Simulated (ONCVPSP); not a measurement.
## Transferability test, ONCV potential for Al (Z = 13)

ONCVPSP 4.0.1 input, shortened (lines: element, Z, core and valence counts, functional; n l f; lmax; l rc ep ncon nbas qcut; lloc lpopt rc5 dvloc0; l nproj debl; icmod fcfact rcfact), PBE, scalar-relativistic:

```
  Al 13.00    1    4        4      upf
    1    0    2.00
    2    0    2.00
    2    1    6.00
    3    0    2.00
    3    1    1.00
    1
    0    1.00    0.00    4    7   15.20
    1    1.15    0.00    3    6   12.70
    4    1    0.75    0.00
    0    2    3.70
    1    2    1.50
    0    0.00    0.00
```

Energies are relative to the spin-unpolarised reference configuration 2s2 2p6 3s2 3p1; without spin polarisation the order of configurations can differ from experiment. Not all tests gave a result: 1 of 4 tests not solved or not reliable.

```csv
valence configuration,charge,ΔE all-electron (eV),error AE − PS (meV)
2s2 2p6 3s2 3p0,+1,5.761,+0.3
2s2 2p6 3s1 3p0,+2,24.987,-0.4
2s2 2p6 3s2 3p0.5,+0.5,2.086,0.0
```
